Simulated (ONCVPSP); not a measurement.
## Bi, ONCV: configuration errors across variants

- Element: Bi (Z = 83)
- Generator: ONCVPSP 4.0.1
- Type: optimised norm-conserving Vanderbilt (ONCV)
- Functional: PBE
- Relativity: scalar-relativistic
- Frozen core: [Xe] 4f14
- Valence charge: 15
- Reference configuration: 5d10 6s1.5 6p3.5
- Partial waves: 6s: rc 1.90 bohr, ncon 4, nbas 8, qcut 2.8 1/bohr, 1 projector; 6p: rc 2.25 bohr, ncon 4, nbas 9, qcut 4.4 1/bohr, 2 projectors, debl 1.7 Ha; 5d: rc 1.95 bohr, ncon 4, nbas 9, qcut 7.8 1/bohr, 2 projectors, debl 0.5 Ha
- Local potential: polynomial inside 1.30 bohr (lpopt 5, dvloc0 0 Ha)
- Core correction: polynomial model core, fcfact 0.5

In the d channel the program set the typed energies aside and used -1.025, 0.250 Ha.

All-electron excitation energies from the reference (eV): (1) 5d10 6s2 6p3 -4.997; (2) 5d10 6s2 6p2 2.916; (3) 5d10 6s2 6p1 18.163; (4) 5d9 6s2 6p3 28.325.

3 further variants failed, have other tests or another functional or relativity, and are left out.

A true bound ghost makes a file unfit for plane-wave use even where its test errors are small: the radial tests pick states by their node count and pass the ghost by.

Errors AE − PS in meV (a dash: test not solved or not reliable):

| change | (1) | (2) | (3) | (4) | bound ghosts | GHOST(+) flags above zero |
| --- | --- | --- | --- | --- | --- | --- |
| base | -0.6 | -7.9 | -24 | -94 | s, p | none |
| local potential polynomial inside 1.30 bohr (lpopt 5, dvloc0 -3 Ha) | -0.5 | -7.4 | -22 | -82 | s, p | none |
| p: rc 2.6 | -0.3 | -7.3 | -23 | -93 | s, p | none |
| all radii but the core radius scaled by about 1.04 (s 1.98, p 2.34, d 2.02 bohr); local potential polynomial inside 1.36 bohr (lpopt 5, dvloc0 0 Ha) | -0.9 | -7.4 | – | -65 | s | p |
| p: debl 0.35 | -0.5 | -7.5 | -22 | -95 | s, p | none |
| s: nproj 0; local potential the s channel | -0.6 | -7.3 | -22 | -92 | none | none |
| d: qcut 5.6 | -0.8 | -8.1 | -24 | +13 | s, p | d |
| p: nproj 3 | -0.6 | -8.0 | -24 | -94 | s, p | p |

(1) Give the same row for: s: qcut 3; p: qcut 4.7; d: qcut 8.3.

Results:

(1) -0.6, -7.8, -23, -113; bound ghosts: s, p; GHOST(+) flags above zero: none.
